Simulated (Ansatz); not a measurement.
Gas-phase electronic energies from Ansatz, PBE0-D4/def2-TZVP geometries. CBS: MP2 limit from def2 TZ/QZ plus the TZ coupled-cluster correction, frozen cores. Functionals use def2-TZVPP. B3LYP here is the variant with VWN-RPA as its local correlation; programs differ in this. HSE06 is defined as in plane-wave codes. For Br outer-core shells are correlated without core-valence functions, which leaves a few kJ/mol of doubt a bond. Scalar relativity is left out up to krypton. One conformer a species, not always the lowest.

Consider the ligand exchange at the Al–N bond: `C[O][AlH][N](C)C` + HBr → `C[O][AlH][Br]` + `CNC`.

Task: Is it downhill or uphill in electronic energy at CCSD(T)/CBS, and by how much? (An estimate is asked.)

Result: The calculation gave: Downhill: ΔE = -82.8 kJ/mol.

Task: What do these levels give: LDA (SPW92), B97M-V, B3LYP-D4, ωB97X-V, ωB97M-V, PBE-QIDH, revPBE, HSE06, BHLYP, RPA@PBE/def2-TZVPP, CCSD(T)/def2-TZVPP, HF/CBS(def2)? (Estimate.)

Result: Computed: LDA (SPW92) -70.7, B97M-V -78.6, B3LYP-D4 -77.1, ωB97X-V -82.5, ωB97M-V -82.0, PBE-QIDH -86.9, revPBE -86.7, HSE06 -87.7, BHLYP -88.3, RPA@PBE/def2-TZVPP -72.3, CCSD(T)/def2-TZVPP -77.8, HF/CBS(def2) -98.9 kJ/mol.

Largest T1 diagnostic among the species: 0.012.

Leaving LDA and LC-ωPBE aside and taking each functional with its dispersion term where it has one, the values, not all of them listed here, spread over 15.4 kJ/mol, from PBE-QIDH to BLYP-D4. LDA lies +11.7 kJ/mol from PBE without D4. From BLYP to BHLYP (50 % exact exchange), in def2-TZVPP and without D4, ΔE moves by −8.8 kJ/mol. The D4 term adds +6.0 kJ/mol with B3LYP and +3.5 kJ/mol with PBE0; it sums over pairs of atoms, weighted by their polarisabilities, and B3LYP, whose exchange is more repulsive, gets the larger term.
